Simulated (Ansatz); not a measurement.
A single point on CH3BCl2O, SMILES `OB(Cl)CCl`.

```yaml
crystal:
  periodic: [false, false, false]
  atoms:
    - {symbol: O, position_ang: [0.267636, 0.857529, 1.458464]}
    - {symbol: B, position_ang: [0.498396, -0.146793, 0.607501]}
    - {symbol: Cl, position_ang: [1.689895, -1.367083, 1.041718]}
    - {symbol: C, position_ang: [-0.237353, -0.309992, -0.776607]}
    - {symbol: Cl, position_ang: [-1.411471, 1.007743, -1.065886]}
    - {symbol: H, position_ang: [-0.404615, 1.458866, 1.107272]}
    - {symbol: H, position_ang: [-0.783860, -1.253188, -0.823872]}
    - {symbol: H, position_ang: [0.473572, -0.304181, -1.604289]}
basis:
  gaussian: {orbitals: def2-QZVPP}
correlation: {method: mp2}
```

```sh
$ ansatz run in.yaml --threads 2 --pin off --events-out ev --progress --plain --max-ram 4352MiB
```

It prints (some lines left out):

```
Functional definition: HF
2418 factors; integrals over basis functions are off by at most 9.2e-4 eV
mean field evaluation 1: about -28797.1616 eV, gradient 3.7e1 eV
mean field evaluation 2: about -28797.3155 eV, gradient 3.7e1 eV
mean field evaluation 4: about -28800.1576 eV, gradient 3.7e0 eV
mean field evaluation 8: about -28800.2071 eV, gradient 2.6e-1 eV
mean field -28800.20747139 eV, -1058.3881030920 hartree, gradient 2.8e-6 eV, S^2 0.000000; 0 other end points of the search recorded, 0 dependent functions left out
13 core orbitals not correlated: weight in the atoms' cores, before any rotation towards them, 1.000 or more for the frozen orbitals, at most 0.000 for the correlated occupied ones
reference -28800.20747139 eV, -1058.3881030920 hartree; 15, 15 occupied and 373, 373 virtual orbitals, 2418 factors
second order -26.12264138 eV of doubles, -0.00000000 eV of singles
Total energy: -28826.33011277 eV, -1059.3480924560 hartree
```

It took 30 s on 2 threads of an Arm Neoverse V1 on a shared host, with 2 GiB of host memory at the peak.
